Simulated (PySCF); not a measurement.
SiHCl, SMILES [SiH]Cl (connectivity only; charge and spin as stated), neutral, multiplicity 1.

Coordinates come from a PBE-D3(BJ)/def2-TZVP optimisation. The isomer is the one that the SMILES or the coordinates give; other isomers of the formula were not compared.

All values below come from PBE-D3(BJ)/def2-TZVP (PySCF).

Frequencies are harmonic and unscaled.

Q: Estimate the vibrational spectrum. (An estimate is asked for; the answer gives what the named calculation found.)

A: 
| mode | ν (cm⁻¹) | IR (km/mol) | Raman (Å⁴/amu) | depolarisation | moving atoms (share of kinetic energy) |
|---|---|---|---|---|---|
| 1 | 503 | 86.0 | 17.7 | 0.38 | Si 54 %, Cl 45 % |
| 2 | 777 | 39.6 | 17.6 | 0.69 | H 94 % |
| 3 | 1935 | 263.6 | 204.3 | 0.40 | H 96 % |
